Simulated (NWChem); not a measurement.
System: MgBrF; SMILES [Br][Mg][F]

Input file for NWChem:

```
start job
memory heap 200 mb stack 900 mb global 1100 mb
geometry units angstroms noautoz
  Mg    -0.007495     1.075257     0.000000
  F     -0.164750     2.821061     0.000000
  Br     0.202661    -1.252821     0.000000
end
basis spherical
  Mg library def2-svp
  F library def2-svp
  Br library def2-svp
end
dft
  xc b3lyp
  iterations 150
  mulliken
end
task dft energy
```

Parts of the log:

```
             Northwest Computational Chemistry Package (NWChem) 7.3.0
             --------------------------------------------------------

 ORDER OF PRIMARY AXIS IS BEING SET TO 4
 C4V symmetry detected

                             Geometry "geometry" -> ""
                             -------------------------

 Output coordinates in angstroms (scale by  1.889725989 to convert to a.u.)

  No.       Tag          Charge          X              Y              Z
 ---- ---------------- ---------- -------------- -------------- --------------
    1 Mg                  12.0000     0.00000000     0.00000000     1.17925351
    2 F                    9.0000     0.00000000     0.00000000     2.93212563
    3 Br                  35.0000     0.00000000     0.00000000    -1.15829065

 Effective nuclear repulsion energy (a.u.)     168.4361616565

      Symmetry information
      --------------------

 Group name             C4v
 Group number             18
 Group order               8
 No. of unique centers     3

                                 NWChem DFT Module
                                 -----------------

 Summary of "ao basis" -> "ao basis" (spherical)
 ------------------------------------------------------------------------------
       Tag                 Description            Shells   Functions and Types
 ---------------- ------------------------------  ------  ---------------------
 Mg                         def2-svp                 8       18   4s3p1d
 F                          def2-svp                 6       14   3s2p1d
 Br                         def2-svp                12       32   5s4p3d

      Symmetry analysis of basis
      --------------------------

        a1         26
        a2          0
        b1          5
        b2          5
        e          28

            General Information
            -------------------
          SCF calculation type: DFT
          Wavefunction type:  closed shell.
          No. of atoms     :     3
          No. of electrons :    56
           Alpha electrons :    28
            Beta electrons :    28
          Charge           :     0
          Spin multiplicity:     1
          Use of symmetry is: on ; symmetry adaption is: on
          Maximum number of iterations: 150
          AO basis - number of functions:    64
                     number of shells:    26
          Convergence on energy requested:  1.00D-06
          Convergence on density requested:  1.00D-05
          Convergence on gradient requested:  5.00D-04

              XC Information
              --------------
                         B3LYP Method XC Potential
                     Hartree-Fock (Exact) Exchange  0.200
                        Slater Exchange Functional  0.800 local
                    Becke 1988 Exchange Functional  0.720 non-local
              Lee-Yang-Parr Correlation Functional  0.810
                  VWN I RPA Correlation Functional  0.190 local

             Grid Information
             ----------------
          Grid used for XC integration:  medium
          Radial quadrature: Mura-Knowles
          Angular quadrature: Lebedev.
          Tag              B.-S. Rad. Rad. Pts. Rad. Cut. Ang. Pts.
          ---              ---------- --------- --------- ---------
          Mg                  1.50       88           8.0       590
          F                   0.50       49          11.0       434
          Br                  1.15      112          10.0       590
          Grid pruning is: on
          Number of quadrature shells:   249
          Spatial weights used:  Erf1

      Superposition of Atomic Density Guess
      -------------------------------------

 Sum of atomic energies:       -2870.91313059

      Non-variational initial energy
      ------------------------------

 Total energy =   -2870.955957
 1-e energy   =   -4335.807039
 2-e energy   =    1296.414920
 HOMO         =      -0.410283
 LUMO         =      -0.096922

      Symmetry analysis of molecular orbitals - initial
      -------------------------------------------------

 !! scf_movecs_sym_adapt:   10 vectors were symmetry contaminated

  Symmetry fudging

 !! scf_movecs_sym_adapt:    8 vectors were symmetry contaminated

  Numbering of irreducible representations:

     1 a1          2 a2          3 b1          4 b2          5 e

  Orbital symmetries:

     1 a1          2 a1          3 a1          4 e           5 e
     6 a1          7 a1          8 a1          9 a1         10 e
    11 e          12 a1         13 a1         14 e          15 e
    16 b1         17 b2         18 a1         19 e          20 e
    21 a1         22 a1         23 a1         24 e          25 e
    26 a1         27 e          28 e          29 a1         30 e
    31 e          32 a1         33 a1         34 b1         35 b2
    36 e          37 e          38 e

     ---------------------------------------------
      Total Density - Mulliken Population Analysis
     ---------------------------------------------

    Atom       Charge   Shell Charges
 -----------   ------   -------------------------------------------------------
    1 Mg  12    10.63   2.00  1.99  0.33  0.02  5.99  0.13  0.07  0.10
    2 F    9     9.82   1.99  1.16  0.82  3.61  2.25  0.00
    3 Br  35    35.55   2.00  2.00  2.00  1.37  0.58  6.00  5.99  2.42  3.20  8.23  1.73  0.05

 !! scf_movecs_sym_adapt:    2 vectors were symmetry contaminated

  Symmetry fudging

   convergence    iter        energy       DeltaE   RMS-Dens  Diis-err
 ---------------- ----- ----------------- --------- --------- ---------
 d= 0,ls=0.0,diis     1  -2873.7176547225 -3.04D+03  2.54D-02  7.66D-01
 d= 0,ls=0.0,diis     2  -2873.4718692444  2.46D-01  1.60D-02  3.71D+00
 d= 0,ls=0.0,diis     3  -2873.8033563682 -3.31D-01  2.73D-03  2.65D-02
 d= 0,ls=0.0,diis     4  -2873.8049736456 -1.62D-03  1.20D-03  7.83D-03
 d= 0,ls=0.0,diis     5  -2873.8057789521 -8.05D-04  1.80D-04  9.89D-05

 !! scf_movecs_sym_adapt:    2 vectors were symmetry contaminated

  Symmetry fudging
  Resetting Diis
 d= 0,ls=0.0,diis     6  -2873.8057921731 -1.32D-05  2.61D-05  4.45D-06

 !! scf_movecs_sym_adapt:    2 vectors were symmetry contaminated

  Symmetry fudging
 d= 0,ls=0.0,diis     7  -2873.8057926514 -4.78D-07  1.63D-05  2.76D-07
 d= 0,ls=0.0,diis     8  -2873.8057926427  8.71D-09  8.78D-06  3.87D-07

         Total DFT energy =    -2873.805792642717
      One electron energy =    -4337.923971663765
           Coulomb energy =     1414.115367127077
    Exchange-Corr. energy =     -118.433349762568
 Nuclear repulsion energy =      168.436161656539

 Numeric. integr. density =       56.000001742165

                  Occupations of the irreducible representations
                  ----------------------------------------------

                     irrep           alpha         beta
                     --------     --------     --------
                     a1               14.0         14.0
                     a2                0.0          0.0
                     b1                1.0          1.0
                     b2                1.0          1.0
                     e                12.0         12.0

                       DFT Final Molecular Orbital Analysis
                       ------------------------------------

 Vector   26  Occ=2.000000D+00  E=-3.438888D-01  Symmetry=a1
              MO Center= -4.1D-16,  9.9D-16, -7.4D-01, r^2= 2.6D+00
   Bfn.  Coefficient  Atom+Function         Bfn.  Coefficient  Atom+Function
  ----- ------------  ---------------      ----- ------------  ---------------
    49      0.486201  3 Br pz                46      0.473406  3 Br pz
    43     -0.318008  3 Br pz                 3      0.216495  1 Mg s
    24     -0.172672  2 F  pz                10     -0.165233  1 Mg pz
    36     -0.138556  3 Br s                  7     -0.122368  1 Mg pz
     2      0.121315  1 Mg s                 40      0.103512  3 Br pz

 Vector   27  Occ=2.000000D+00  E=-2.989535D-01  Symmetry=e
              MO Center=  4.8D-16, -6.9D-16, -1.0D+00, r^2= 1.7D+00
   Bfn.  Coefficient  Atom+Function         Bfn.  Coefficient  Atom+Function
  ----- ------------  ---------------      ----- ------------  ---------------
    48      0.493823  3 Br py                45      0.453297  3 Br py
    42     -0.301680  3 Br py                47     -0.275147  3 Br px
    44     -0.252567  3 Br px                41      0.168090  3 Br px
    39      0.098065  3 Br py                12      0.066479  1 Mg py
    15     -0.061959  1 Mg d -1              38     -0.054639  3 Br px

 Vector   28  Occ=2.000000D+00  E=-2.989535D-01  Symmetry=e
              MO Center= -5.0D-16, -1.4D-16, -1.0D+00, r^2= 1.7D+00
   Bfn.  Coefficient  Atom+Function         Bfn.  Coefficient  Atom+Function
  ----- ------------  ---------------      ----- ------------  ---------------
    47      0.493823  3 Br px                44      0.453297  3 Br px
    41     -0.301680  3 Br px                48      0.275147  3 Br py
    45      0.252567  3 Br py                42     -0.168090  3 Br py
    38      0.098065  3 Br px                11      0.066479  1 Mg px
    17      0.061959  1 Mg d  1              39      0.054639  3 Br py

 Vector   29  Occ=0.000000D+00  E=-7.746891D-02  Symmetry=a1
              MO Center= -1.2D-16,  6.5D-16,  1.0D+00, r^2= 5.2D+00
   Bfn.  Coefficient  Atom+Function         Bfn.  Coefficient  Atom+Function
  ----- ------------  ---------------      ----- ------------  ---------------
     4      0.644484  1 Mg s                  3      0.554874  1 Mg s
    49     -0.317964  3 Br pz                 2      0.262890  1 Mg s
    37     -0.198401  3 Br s                 46     -0.193221  3 Br pz
    36     -0.178338  3 Br s                 21     -0.160003  2 F  s
    24     -0.138467  2 F  pz                27      0.127587  2 F  pz

 Vector   30  Occ=0.000000D+00  E=-1.249670D-02  Symmetry=e
              MO Center=  2.8D-15,  1.5D-14,  9.8D-01, r^2= 5.5D+00
   Bfn.  Coefficient  Atom+Function         Bfn.  Coefficient  Atom+Function
  ----- ------------  ---------------      ----- ------------  ---------------
    11      0.826892  1 Mg px                47     -0.309766  3 Br px
     8      0.275190  1 Mg px                12      0.191733  1 Mg py
     5      0.160305  1 Mg px                44     -0.151058  3 Br px
    22      0.144569  2 F  px                25     -0.122231  2 F  px
    17      0.120794  1 Mg d  1              41      0.101389  3 Br px

 Vector   31  Occ=0.000000D+00  E=-1.249670D-02  Symmetry=e
              MO Center= -1.5D-15,  1.7D-15,  9.8D-01, r^2= 5.5D+00
   Bfn.  Coefficient  Atom+Function         Bfn.  Coefficient  Atom+Function
  ----- ------------  ---------------      ----- ------------  ---------------
    12      0.826892  1 Mg py                48     -0.309766  3 Br py
     9      0.275190  1 Mg py                11     -0.191733  1 Mg px
     6      0.160305  1 Mg py                45     -0.151058  3 Br py
    23      0.144569  2 F  py                26     -0.122231  2 F  py
    15     -0.120794  1 Mg d -1              42      0.101389  3 Br py

     ---------------------------------------------
      Total Density - Mulliken Population Analysis
     ---------------------------------------------

    Atom       Charge   Shell Charges
 -----------   ------   -------------------------------------------------------
    1 Mg  12    11.25   2.00  1.98  0.43 -0.04  5.98  0.37  0.20  0.32
    2 F    9     9.46   1.99  1.12  0.83  3.33  2.19  0.00
    3 Br  35    35.28   2.00  2.00  1.99  1.45  0.48  6.00  5.98  2.37  3.00  8.19  1.75  0.07

     -------------------------------------------
      Total Density - Lowdin Population Analysis
     -------------------------------------------

    Atom       Charge   Shell Charges
 -----------   ------   -------------------------------------------------------
    1 Mg  12    11.87   2.00  1.94  0.37  0.10  5.84  0.59  0.39  0.64
    2 F    9     9.25   1.98  1.01  0.76  3.22  2.28  0.00
    3 Br  35    34.88   2.00  2.00  1.96  1.09  0.65  5.99  5.81  2.45  2.92  7.84  2.04  0.14

     Multipole analysis of the density
     ---------------------------------

     L   x y z        total         alpha         beta         nuclear
     -   - - -        -----         -----         ----         -------
     0   0 0 0     -0.000000    -28.000000    -28.000000     56.000000

     1   1 0 0     -0.000000     -0.000000     -0.000000      0.000000
     1   0 1 0     -0.000000     -0.000000     -0.000000      0.000000
     1   0 0 1     -0.144631     -0.072315     -0.072315      0.000000

     2   2 0 0    -23.008259    -11.504129    -11.504129      0.000000
     2   1 1 0     -0.000000     -0.000000     -0.000000      0.000000
     2   1 0 1     -0.000000     -0.000000     -0.000000      0.000000
     2   0 2 0    -23.008259    -11.504129    -11.504129      0.000000
     2   0 1 1     -0.000000     -0.000000     -0.000000      0.000000
     2   0 0 2    -35.166191   -269.381011   -269.381011    503.595831
```

Level: B3LYP/def2-SVP. Coordinates come from a PBE0/def2-SVP optimisation.
